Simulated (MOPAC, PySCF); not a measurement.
H$_{3}$In, SMILES `[InH3]`, neutral singlet in the gas phase. 

Cartesian coordinates (Å):
SMILES: [InH3]
```xyz
4

In     0.0000     0.0000     0.0000
H     -0.5479     1.6319    -0.0144
H     -1.1389    -1.2906    -0.0296
H      1.6868    -0.3413     0.0440
```
Charge 0, spin multiplicity 1.

All levels are single points at this geometry (r2SCAN-D4/def2-TZVP); Pople sets use spherical d functions. Orbital energies aren't observables, and empty levels follow the basis.

```csv
level,HOMO (eV),LUMO (eV),gap (eV),dipole (D),"vertical IE, Delta-SCF (eV)"
PBE-D3(BJ)/def2-TZVP in PySCF,-7.00,-2.64,4.35,0.00,–
r2SCAN-D4/def2-TZVP in PySCF,-7.29,-2.30,4.99,0.00,10.44
B3LYP/6-311+G** (LANL2DZ on In) in PySCF,-8.04,-1.99,6.05,0.00,–
B3LYP/LANL2DZ in PySCF,-8.11,-2.03,6.08,0.00,–
BP86/6-31G* (LANL2DZ on In) in PySCF,-7.28,-2.65,4.63,0.00,–
PBE/6-31G* (LANL2DZ on In) in PySCF,-7.16,-2.61,4.55,0.00,–
SVWN5/6-31G* (LANL2DZ on In) in PySCF,-7.13,-2.71,4.42,0.00,–
HF/6-31G* (LANL2DZ on In) in PySCF,-11.18,0.50,11.68,0.00,10.29
PM3 in MOPAC,-12.16,-3.35,8.81,0.00,–
```
